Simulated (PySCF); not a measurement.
Compound: Cr(NH2)2 (quintet state).
Bonds: Cr1–N2, Cr1–N5. Hydrogens: H3, H4 on N2; H6, H7 on N5.

Method used: PBE0-D3(BJ)/def2-SVP geometry optimisation, gas phase (PySCF 2.14.0).

Problem. How far are the bound atoms from Cr1?

Solution. 2 atoms: N2 1.866 Å, N5 1.866 Å. The nearest atom not counted as bound is H6, at 2.60 Å (others tie with it).

Problem. What is the shape at Cr1?

Solution. Linear: angle 179.9°.

Problem. What are the other bond lengths?

Solution. N2–H3, N5–H6 1.019 Å; N2–H4, N5–H7 1.019 Å.

Problem. What are the rotational constants (commonest isotopes, rigid rotor)?

Solution. A = 188305, B = 4135, C = 4046 MHz: a near-prolate asymmetric top.

Point group: D2h (tolerance 0.08 Å). Charge 0, quintet. ⟨S²⟩ = 6.116 (exact for a quintet: 6.00). Whether it is a minimum is left open (no frequencies).

Neither the SCF state along the optimisation nor the shape of the open-shell metal species was proved the lowest: other solutions of the same spin, or a structure of lower symmetry, can lie below.
